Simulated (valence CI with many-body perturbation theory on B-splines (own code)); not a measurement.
Mo XXVIII: magnetic and hyperfine properties of the levels

Computed by valence CI with perturbative core correlation (CI+MBPT): five valence electrons over a frozen Dirac-Fock core [Ne], a basis of 9 s, 9 p, 8 d, 6 f, 3 g, 1 h functions for each j, with the one-electron correlation potential Σ1 (screened to all orders), the two-electron term Σ2, the three-electron term Σ3, Breit, model QED; selected single and double excitations, second order for the rest (own B-spline code, finite nucleus).

No measured spectrum was set against this ion. As an estimate, large intervals hold to a few tenths of a per cent, small ones and those within an open d or f shell to about a per cent. Among the levels kept, up to 490 cm⁻¹ of a level comes from second order outside the variational space, and about a tenth of that is noise between levels of different J, which matters for small intervals.

A/g_I is the dipole constant over the nuclear g factor μ/I (μ in nuclear magnetons, uniformly magnetised nucleus), B/Q the quadrupole constant per barn. Both hold the static response of the core; the bare values leave it out. Large factors of s and p1/2 electrons are usually good to 5 to 10 %; those of open d and f shells near neutrality can be off by tens of per cent, and small factors of p3/2, d and f electrons come from cancelling terms and can be off by a factor of two or in sign, in half-filled shells by more. B is blank for J = 1/2, where it vanishes, and for nearly pure S terms. Energies count from the lowest level.

Levels are named by their leading jj configuration (3d3/2^4 stands for four electrons in 3d with j = 3/2), which in mixed levels can hold well under half, so a name can repeat and another be missing. Letters in brackets count levels of one name in rising energy.

| Level | E (eV) | g | A/g_I (MHz) | A/g_I bare | B/Q (MHz/b) | B/Q bare |
| --- | --- | --- | --- | --- | --- | --- |
| (3s^2 3p1/2^2 3p3/2) J=3/2 | 0.00 | 1.549 | 22100 | 22500 | 34100 | 33300 |
| (3s^2 3p1/2 3p3/2^2) J=3/2 | 19.45 | 1.323 | 6740 | 7240 | 23900 | 23300 |
| (3s^2 3p1/2 3p3/2^2) J=5/2 | 24.90 | 1.197 | 54900 | 53700 | -212 | -205 |
| (3s^2 3p1/2 3p3/2^2) J=1/2 | 32.01 | 0.661 | 160000 | 155000 |  |  |
| (3s^2 3p3/2^3) J=3/2 | 51.27 | 1.254 | 29900 | 29600 | -58100 | -56700 |
| (3s 3p1/2^2 3p3/2^2) J=5/2 | 89.47 | 1.538 | 112000 | 109000 | 26100 | 25500 |
| (3s 3p1/2^2 3p3/2^2) J=3/2 | 99.74 | 1.319 | 1370 | 2680 | -33300 | -32300 |
| (3s 3p1/2^2 3p3/2^2) J=1/2 | 102.91 | 2.450 | 349000 | 339000 |  |  |
| (3s^2 3p1/2^2 3d3/2) J=3/2 | 109.85 | 1.058 | 55700 | 54600 | -7180 | -6700 |
| (3s 3p1/2 3p3/2^3) J=3/2 | 116.96 | 0.941 | 8810 | 9030 | -26200 | -25400 |
| (3s^2 3p1/2^2 3d5/2) J=5/2 | 117.80 | 1.162 | 30000 | 29800 | -4470 | -3760 |
| (3s 3p1/2 3p3/2^3) J=5/2 | 120.68 | 1.245 | 98800 | 96200 | -45700 | -44500 |
| (3s^2 3p1/2 3p3/2 3d3/2) J=3/2 [a] | 124.32 | 1.061 | 29600 | 29500 | -18400 | -17900 |
| (3s^2 3p1/2 3p3/2 3d3/2) J=1/2 [a] | 125.45 | 0.710 | 47400 | 46600 |  |  |
| (3s^2 3p1/2 3p3/2 3d3/2) J=5/2 [a] | 127.70 | 0.937 | 44200 | 43300 | -19100 | -18300 |
| (3s^2 3p1/2 3p3/2 3d3/2) J=7/2 | 131.07 | 1.166 | 28100 | 28000 | 12100 | 12400 |
| (3s^2 3p1/2 3p3/2 3d5/2) J=7/2 [a] | 132.79 | 1.278 | 7390 | 8070 | 53700 | 52900 |
| (3s^2 3p1/2 3p3/2 3d3/2) J=1/2 [b] | 133.97 | 0.820 | 69500 | 67300 |  |  |
| (3s^2 3p1/2 3p3/2 3d5/2) J=3/2 [a] | 136.32 | 1.132 | 1720 | 2650 | -22900 | -22400 |
| (3s^2 3p1/2 3p3/2 3d5/2) J=9/2 | 137.51 | 1.249 | 27600 | 27500 | 13600 | 14100 |
| (3s^2 3p1/2 3p3/2 3d5/2) J=5/2 [a] | 139.80 | 1.212 | 27200 | 27200 | -21200 | -20400 |
| (3s^2 3p1/2 3p3/2 3d3/2) J=3/2 [b] | 147.21 | 1.182 | -10900 | -9510 | 14000 | 13800 |
| (3s^2 3p1/2 3p3/2 3d5/2) J=7/2 [b] | 147.56 | 1.039 | 32500 | 32100 | 44700 | 44300 |
| (3s^2 3p1/2 3p3/2 3d3/2) J=5/2 [b] | 148.03 | 1.417 | 22600 | 23000 | 1620 | 1510 |
| (3s^2 3p3/2^2 3d5/2) J=1/2 | 148.95 | 1.588 | 137000 | 134000 |  |  |
| (3s^2 3p1/2 3p3/2 3d5/2) J=3/2 [b] | 151.20 | 1.495 | 38900 | 38900 | -9160 | -9170 |
| (3s^2 3p1/2 3p3/2 3d3/2) J=1/2 [c] | 151.78 | 1.799 | 180000 | 174000 |  |  |
| (3s^2 3p1/2 3p3/2 3d5/2) J=3/2 [c] | 155.23 | 0.902 | 36200 | 35600 | 18900 | 18700 |
| (3s^2 3p1/2 3p3/2 3d5/2) J=5/2 [b] | 157.76 | 1.085 | 7620 | 8020 | 37300 | 37000 |
| (3s^2 3p3/2^2 3d5/2) J=7/2 | 158.15 | 1.225 | 16100 | 16300 | 16700 | 16700 |
| (3s^2 3p3/2^2 3d5/2) J=9/2 | 161.18 | 1.189 | 18400 | 18500 | 60600 | 59900 |
| (3s^2 3p1/2 3p3/2 3d5/2) J=1/2 | 164.27 | 1.046 | -27500 | -26000 |  |  |
| (3s^2 3p3/2^2 3d3/2) J=1/2 | 166.71 | 1.165 | 14900 | 14300 |  |  |
| (3s^2 3p3/2^2 3d3/2) J=3/2 [a] | 169.01 | 1.078 | 18100 | 18200 | -18500 | -18300 |
| (3s^2 3p3/2^2 3d3/2) J=5/2 | 169.20 | 1.180 | 39700 | 39200 | -23100 | -22600 |
| (3s^2 3p3/2^2 3d3/2) J=7/2 | 173.74 | 1.118 | 24600 | 24600 | -2490 | -1780 |
| (3s^2 3p3/2^2 3d5/2) J=5/2 [a] | 175.50 | 1.203 | 9650 | 10200 | 69400 | 68300 |
| (3s^2 3p3/2^2 3d3/2) J=3/2 [b] | 178.67 | 1.129 | 14800 | 15400 | -2320 | -2020 |
| (3s 3p3/2^4) J=1/2 | 183.62 | 1.734 | 197000 | 191000 |  |  |
| (3s^2 3p3/2^2 3d5/2) J=3/2 | 185.64 | 0.936 | 14100 | 14400 | 13400 | 13300 |

Take the isotope of mass number 95, with I = 5/2, μ = -0.9132 μN and Q = -0.022 b. What is the hyperfine structure of (3s^2 3p1/2 3p3/2^2) J=5/2?

From the table A = -20000 MHz, B = 4.67 MHz. Shifts from the centre of gravity in MHz: F = 0: 175000, F = 1: 155000, F = 2: 115000, F = 3: 55000, F = 4: -25000, F = 5: -125000.
